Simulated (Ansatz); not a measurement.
Isolated molecules relaxed with PBE0-D4/def2-TZVP in Ansatz; ΔE leaves out vibrations. CBS: MP2 limit from def2 TZ/QZ plus the TZ coupled-cluster correction, frozen cores. This one scheme is used for every species. DFT in def2-TZVPP. For Ge outer-core shells are correlated without core-valence functions, which leaves a few kJ/mol of doubt a bond. Scalar relativity is left out up to krypton. Each species was taken in one conformer, which may not be the lowest.

`F[SiH](F)[CH2][GeH3]` + H₂O → `OC[SiH](F)F` + GeH₄  (formal hydrolysis of a C–Ge bond)

`F[SiH](F)[CH2][GeH3]`:

Z-matrix (Å, degrees):
```
Si
F 1 1.591
C 1 1.835 2 109.7
F 1 1.591 2 106.5 3 119.8
H 1 1.477 2 107.9 3 -124.8
Ge 3 1.967 1 114.6 2 -56.5
H 3 1.094 1 109.7 2 65.4
H 3 1.095 1 108.7 2 -177.4
H 6 1.537 3 109.1 1 -169.6
H 6 1.538 3 109.7 1 -50.1
H 6 1.535 3 109.8 1 70.2
```

H₂O:

Z-matrix (Å, degrees):
```
O
H 1 0.960
H 1 0.960 2 105.1
```

`OC[SiH](F)F`:

Cartesian coordinates in Å:
```
O 0.265 -1.712 0.253
C -0.602 -0.590 0.294
Si 0.192 0.949 -0.406
F 0.429 0.812 -1.968
F 1.631 1.063 0.271
H 1.085 -1.486 0.701
H -0.969 -0.390 1.313
H -1.484 -0.850 -0.299
H -0.546 2.205 -0.159
```

GeH₄:

Cartesian coordinates in Å:
```
Ge 0.000 0.000 0.000
H 0.975 1.086 0.473
H 0.752 -1.022 -0.863
H -1.119 0.643 -0.828
H -0.607 -0.708 1.218
```

**Question.** Is it downhill or uphill in electronic energy at CCSD(T)/CBS, and by how much? (An estimate is asked.)

**Answer.** The calculation gave: Uphill: ΔE = +29.2 kcal/mol.

**Question.** What do these levels give: PBE0-D4, ωB97X-V, PBE0, SCS-MP2/def2-TZVPP, CCSD(T)/def2-TZVPP, MP2/def2-QZVPP? (Best estimate.)

**Answer.** Computed: PBE0-D4 26.2, ωB97X-V 25.0, PBE0 25.3, SCS-MP2/def2-TZVPP 28.2, CCSD(T)/def2-TZVPP 27.9, MP2/def2-QZVPP 31.2 kcal/mol.

Largest T1 diagnostic among the species: 0.012.

From PBE to PBE0 (25 % exact exchange), in def2-TZVPP and without D4, ΔE moves by +1.5 kcal/mol. In def2-TZVPP, CCSD(T) changes the Hartree–Fock value by +4.3 kcal/mol (the triples alone add +0.3 kcal/mol) and MP2 by +6.9 kcal/mol. The D4 term adds +1.5 kcal/mol with B3LYP and +0.9 kcal/mol with PBE0; it sums over pairs of atoms, weighted by their polarisabilities, and B3LYP, whose exchange is more repulsive, gets the larger term.

B3LYP here is the variant with VWN-RPA as its local correlation; programs differ in this.
